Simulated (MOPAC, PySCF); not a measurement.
H3F3Si2, SMILES `F[Si]([SiH3])(F)F`, neutral singlet in the gas phase. 

Z-matrix (Å, degrees):
```
Si
F 1 1.6013
F 1 1.6013 2 107.06
F 1 1.6013 2 107.06 3 114.53
Si 1 2.3356 2 111.77 3 -122.73
H 5 1.4929 1 108.69 2 179.95
H 5 1.4930 6 110.19 1 119.11
H 5 1.4930 6 110.20 7 121.80
```
Charge 0, spin multiplicity 1.

All levels are single points at this geometry (PBE-D3(BJ)/def2-TZVP); Pople sets use spherical d functions. Orbital energies aren't observables, and empty levels follow the basis.

AM1 in MOPAC gives HOMO (eV) = -10.63.

Problem. Estimate the HOMO (eV) from each of these levels: PBE-D3(BJ)/def2-TZVP in PySCF; B3LYP/LANL2DZ in PySCF; SVWN5/6-31G* in PySCF; HF/3-21G in PySCF; HF/6-31G* in PySCF; HF/STO-3G in PySCF; PM3 in MOPAC; PM6 in MOPAC.

Solution. 
```csv
level,HOMO (eV)
PBE-D3(BJ)/def2-TZVP in PySCF,-8.11
B3LYP/LANL2DZ in PySCF,-9.83
SVWN5/6-31G* in PySCF,-8.01
HF/3-21G in PySCF,-12.59
HF/6-31G* in PySCF,-12.51
HF/STO-3G in PySCF,-8.60
PM3 in MOPAC,-9.75
PM6 in MOPAC,-9.80
```
